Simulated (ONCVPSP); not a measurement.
Cutoff test, Mo, ONCV

- Element: molybdenum
- Generator: ONCVPSP 4.0.1
- Type: optimised norm-conserving Vanderbilt (ONCV)
- Functional: PW91
- Relativity: fully relativistic
- Frozen core: [Ar] 3d10
- Valence charge: 14
- Reference configuration: 4s2 4p6 4d5 5p1
- Partial waves: 4s: rc 1.10 bohr, ncon 5, nbas 8, qcut 6.8 1/bohr, 1 projector; 4p+5p: rc 1.60 bohr, ncon 4, nbas 8, qcut 9.1 1/bohr, 2 projectors; 4d: rc 2.00 bohr, ncon 3, nbas 7, qcut 6.8 1/bohr, 2 projectors, debl 1.2 Ha
- Local potential: polynomial inside 0.95 bohr (lpopt 5, dvloc0 6 Ha)
- Core correction: Teter function, fcfact 3.75, rcfact 1.7

Open shells are filled in proportion to 2j + 1.

For each optimised wave give the share of its norm inside rc, the residual kinetic energy above qcut (Ha) and the cutoffs (Ha) for errors of 10, 1, 0.1 and 0.01 mHa per electron.

| wave | norm inside rc | residual KE | 10 mHa | 1 mHa | 0.1 mHa | 0.01 mHa |
| --- | --- | --- | --- | --- | --- | --- |
| 4s | 0.530 | 4.3e-03 | 20.8 | 39.5 | 81.4 | 134.8 |
| 4p j=3/2 | 0.801 | 1.9e-07 | 15.6 | 25.2 | 31.1 | 35.4 |
| 5p j=3/2 | 0.020 | 3.3e-08 | 5.7 | 10.0 | 25.0 | 31.4 |
| 4p j=1/2 | 0.822 | 1.9e-07 | 11.0 | 24.9 | 30.9 | 35.3 |
| 5p j=1/2 | 0.021 | 4.1e-08 | 6.2 | 9.9 | 24.9 | 31.6 |
| 4d j=5/2 | 0.612 | 2.1e-06 | 12.7 | 16.3 | 19.1 | 21.7 |
| d projector 2 j=5/2 | 0.216 | 7.2e-06 | 13.8 | 17.5 | 20.3 | 23.2 |
| 4d j=3/2 | 0.623 | 2.3e-06 | 12.8 | 16.4 | 19.2 | 21.8 |
| d projector 2 j=3/2 | 0.215 | 7.8e-06 | 13.9 | 17.6 | 20.4 | 23.3 |

The occupied waves need 40 Ha and 81 Ha for 1 and 0.1 mHa. Note: no bound ghost flagged; GHOST(+) flagged for s at 58.1 eV.
